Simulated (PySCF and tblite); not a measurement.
The numbers below are computed, except where a source is named.
System: C₆H₇GeN, numbered as in [N:1]#[C:2][C:3]1=[CH:4][C@@H:5]([GeH3:6])[CH:7]=[CH:8]1.

Motion: shift of Ge6 from C5 to C7. GFN2-xTB gives an electronic barrier of 8.9 kcal/mol.

Spin–orbit effects of heavy atoms on shieldings are missing.

(1) What does PBE0/pcSseg-1 + D3(BJ) give on PBE0-D3(BJ)/def2-SVP geometries?

(2) And the level of the geometries itself, PBE0-D3(BJ)/def2-SVP?

Programs: tblite and PySCF.

Answers

(1) A barrier of 11.6 kcal/mol, 2.8 above the tight-binding barrier (from unrounded values) and, with GFN2-xTB thermal terms, ΔG‡(298 K) = 11.5 kcal/mol and k = 2.3×10⁴ s⁻¹ (1 equivalent path).

(2) 11.1 kcal/mol.
